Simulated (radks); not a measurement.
Removal energies from the bromine ion Br3+, [Ar] 3d10 4s2 4p2, by Delta-SCF beside the eigenvalue of the level emptied. Method: scalar-relativistic Kohn-Sham, PBE, spin-polarised, spherical densities, finite nucleus; Fermi nuclear charge, rms radius of each element as measured or else 0.836 A^(1/3) + 0.57 fm; computed with a radial shooting solver on a logarithmic mesh with Libxc functionals. Open shells are filled with parallel spins first.

| removed from | final configuration | Delta-SCF (eV) | -eigenvalue (eV) |
|---|---|---|---|
| 4p | [Ar] 3d10 4s2 4p1 | 46.911 | 40.934 |
| 4s | [Ar] 3d10 4s1 4p2 | 59.096 | 52.742 |
| 3d | [Ar] 3d9 4s2 4p2 | 118.88 | 104.77 |
| 3p | [Ne] 3s2 3p5 3d10 4s2 4p2 | 225.99 | 211.68 |
